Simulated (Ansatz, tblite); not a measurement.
Cost and result up the ladder for Ga(H2S)F3 (GaH2SF3) (7 atoms). The state is a singlet with charge 0. Geometry: PBE-D4/def2-SVP.

```xyz
7

Ga    0.8268   -0.5712   -0.2040
S    -1.2728    0.8535   -0.4122
H    -1.8917    0.1249    0.5630
H    -0.7918    1.7467    0.5020
F     0.2955   -2.0458   -1.0135
F     0.8340   -0.5854    1.5662
F     2.0000    0.4774   -1.0016
```

Ansatz on 4 threads of Arm Neoverse V2 on a shared host; xTB runs through tblite on one thread. Times are rough, summed over both states, and most runs start from the orbitals of an earlier one. PBE0-D4/def2-TZVP serves as the yardstick here, not as an exact answer. The other state is a triplet.

The xTB rows come from tblite. HOMO above LUMO, or a gap near zero within one spin, warns that the state may not be the lowest or that an electron is smeared out.

xTB has no spin-polarisation term.

| level | functions | wall time | vertical triplet (eV) | difference from PBE0-D4/def2-TZVP (eV) | remarks |
| --- | --- | --- | --- | --- | --- |
| GFN2-xTB | 32 | 0.009 s | 5.32 | -1.07 | – |
| GFN1-xTB | 34 | 0.016 s | 5.87 | -0.53 | – |
| PBE-D4/def2-TZVP | 190 | 5.1 s | 6.02 | -0.37 | gap within one spin near zero (triplet) |
| PBE0-D4/def2-TZVP | 190 | 11 s | 6.40 | 0.00 | – |
| r2SCAN-D4/def2-TZVP | 190 | 22 s | 6.23 | -0.16 | – |
